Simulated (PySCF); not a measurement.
AsGa (SMILES [Ga]=[As]), triplet, at a GFN2-xTB geometry (such geometries of metal compounds can be far from the true shape). Base run: B3LYP/cc-pVDZ (PySCF).

Input for PySCF:
```python
from pyscf import gto, scf, dft

mol = gto.M(
    atom='''
Ga   -0.000000   -0.000000   -1.214545
As    0.000000    0.000000    1.140936
''',
    basis='cc-pvdz',
    charge=0,
    spin=2,
    verbose=4,
)

mf = dft.UKS(mol)
mf.xc = 'b3lyp'
mf.kernel()
mo_i, mo_e, stable_i, stable_e = mf.stability(internal=True, external=False, return_status=True, nroots=6, tol=1e-6)
print('internally stable:', stable_i, ' externally stable:', stable_e)
if not stable_i:
    umf = mf.copy()
    umf.scf_summary = {}
    umf.kernel(umf.make_rdm1(mo_i, mf.mo_occ))
mf.analyze()
```

The bond that is stretched is that between atoms 1 and 2. A test that says stable can miss a lower solution.

The base run was repeated with changes; each row names its change, and settings that it needs were set with it.

| change | ΔE vs base (mEh) | <S^2> | E after following the instability (Eh) | <S^2> there | stability test says |
|---|---|---|---|---|---|
| base | 0.000 | 2.008 | -4160.72018 | 2.01 | internal instability |
| bond × 1.25 | 24.447 | 2.081 | -4160.71729 | 2.01 | internal instability |
| bond × 1.5 | 30.094 | 2.102 | - | - | internally stable (external not tested) |
| bond × 1.8 | 51.552 | 2.563 | - | - | internally stable (external not tested) |
| bond × 2.2 | 65.943 | 2.944 | -4160.65801 | 2.84 | internal instability |
| bond × 3.0 | 66.942 | 3.001 | -4160.65344 | 2.98 | internal instability |

On stretching, the SCF can end on different states; <S^2> shows the spin contamination of each.
